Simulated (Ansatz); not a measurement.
Cost and result up the ladder for the cluster AlSe3 (4 atoms). Total charge 0; doublet. Geometry: PBE-D4/def2-SVP.

```xyz
4

Al    0.4738   -0.0878    0.0274
Se   -1.7595   -0.9174   -0.0200
Se    2.6281   -0.4314   -0.2721
Se   -1.3424    1.4365    0.2647
```

Ansatz; hardware A = 2 threads of AMD EPYC 7R13 on a shared host; B = 2 threads of AMD EPYC 7R13 on a shared host and a share (18 GiB) of an NVIDIA H100 80GB HBM3. Times are rough, and most runs start from the orbitals of an earlier one. PBE0-D4/def2-TZVPD serves as the yardstick here, not as an exact answer. Differences are given only for rows in sets of like size (and for xTB, whose basis is part of the method), since another set adds its own error. Binding counts from free atoms at the same level (Al doublet, Se triplet; other spins of the atoms weren't run), without zero-point energy or a counterpoise term.

The 6-31G sets use Cartesian d functions. B3LYP takes the VWN-RPA correlation. Correlated methods freeze 32 core orbitals; core or outer-core shells of Se are correlated, in sets that lack core-valence functions. The rows differ in basis, and correlated rows in double-zeta sets carry the largest basis error. HOMO above LUMO, or a gap near zero within one spin, warns that the state may not be the lowest or that an electron is smeared out. The structure comes from a short search, and lower isomers may exist.

Correlated methods converge slowly with the basis, most of all in double-zeta sets.

```tsv
level	functions	wall time	binding energy per atom (eV)	difference from PBE0-D4/def2-TZVPD (eV)	remarks
PBE-D4/def2-SVP [A]	114	3 s	2.70	–	gap within one spin near zero
CCSD(T)/def2-SVP [B]	114	4.6 s	2.13	–	–
B3LYP-D4/6-31G [A]	100	4.7 s	1.97	–	–
PBE0-D4/def2-SVP [A]	114	5.5 s	2.51	–	–
PBE-D4/def2-TZVP [A]	181	6 s	2.69	0.18	gap within one spin near zero
RPA@PBE/def2-TZVP [A]	181	9 s	2.25	-0.27	–
PBE-D4/def2-TZVPD [A]	214	9 s	2.69	0.18	gap within one spin near zero
r2SCAN-D4/def2-TZVP [A]	181	13 s	2.62	0.11	gap within one spin near zero
MP2/def2-TZVP [A]	181	13 s	2.47	-0.04	–
PBE0-D4/def2-TZVP (with forces) [A]	181	17 s	2.51	0.00	–
B2PLYP/def2-TZVP [A]	181	18 s	2.39	-0.13	–
r2SCAN-D4/def2-TZVPD [A]	214	18 s	2.62	0.11	gap within one spin near zero
PBE0-D4/def2-TZVPD [A]	214	19 s	2.51	0.00	–
BHLYP-D4/def2-TZVP [A]	181	21 s	2.25	-0.27	–
```
